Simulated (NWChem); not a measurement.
# BSiH₅O; SMILES BO[SiH3]

```xyz
8

B     -0.2396    -1.7811    -0.0001
H     -1.4647    -1.7680     0.0007
H      0.3982    -2.8201    -0.0010
O      0.4577    -0.6176     0.0002
Si    -0.0596     1.0038     0.0000
H      0.5029     1.6563     1.2264
H     -1.5613     1.0703     0.0038
H      0.4964     1.6541    -1.2306
```
Atoms are numbered in this order, from 1.

All runs: NWChem. The geometry was optimised at PBE-D3(BJ)/def2-SVP. Vertical excitations in the gas phase; the lowest state need not have the same character in each row.

For level B3LYP/aug-cc-pVDZ, full TDDFT:

```yaml
lowest excitation, singlet (eV): 5.75
lowest state with f > 0.02, singlet (eV): 7.33
oscillator_strength_of_that_bright_state: 0.050
orbital gap (eV): 7.23
```

**Question.** How do the values read with level PBE/aug-cc-pVDZ, full TDDFT instead?

**Answer.** 
| Quantity | Value |
|---|---|
| lowest excitation, singlet (eV) | 5.40 |
| lowest state with f > 0.02, singlet (eV) | 6.55 |
| oscillator strength of that bright state | 0.030 |
| orbital gap (eV) | 5.25 |
